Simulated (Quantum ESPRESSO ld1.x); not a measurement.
The numbers below are computed, except where a source is named.
Species: Mg+. Configuration: [He] 2s2 2p5 3s1 4f1 (not the ground configuration). Level of theory: Dirac Kohn-Sham, exchange-only B88, spin-unpolarised, spherical densities, point nucleus; open shells fill j = l - 1/2 first (ld1.x of Quantum ESPRESSO 7.5).

Spin-orbit splittings of the eigenvalues, e(l+1/2) - e(l-1/2), with zeta = 2 splitting/(2l+1) and mean radii in bohr:

shell  occ.  splitting (eV)  zeta (eV)  <r> j=l-1/2  <r> j=l+1/2
2p        5          0.3218     0.2145       0.6450       0.6470
4f        1               ?          ?        9.106        9.106

Estimate the 4f splitting.

Answer. 0.00001654 eV (zeta = 4.727e-06 eV).
